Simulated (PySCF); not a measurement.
Correlation energy of Ti⁶⁺ (titanium, charge +6)

[Ne] 3s2 3p4, high-spin 3P determinant. Calculation: PySCF 2.14, in an uncontracted even-tempered set (20 s from 0.13 bohr⁻², ratio 2.5; 13 p from 0.17 bohr⁻², ratio 2.5; 5 d from 2.3 bohr⁻², ratio 2.7; 5 f from 3.5 bohr⁻², ratio 2.7); scalar relativity by spin-free X2C-1e. Frozen: 1s2; 14 electrons correlated; the 22 highest virtual orbitals of each spin left out.

MP2 pair energies summed by pair of shells (mhartree):

```
 pair   energy  share (%)
2p-2p  -190.34       38.7
3s-3p   -65.25       13.3
3p-3p   -64.78       13.2
2s-2p   -57.09       11.6
2p-3p   -55.28       11.3
2p-3s   -23.67        4.8
3s-3s   -10.33        2.1
2s-2s   -10.09        2.1
2s-3p    -9.93        2.0
2s-3s    -4.57        0.9
```

Total MP2 correlation energy: -491.31 mhartree.

Same-spin part -131.14 and opposite-spin part -360.17 mhartree; SCS-MP2 scales them by 1/3 and 6/5 to -475.91 mhartree.
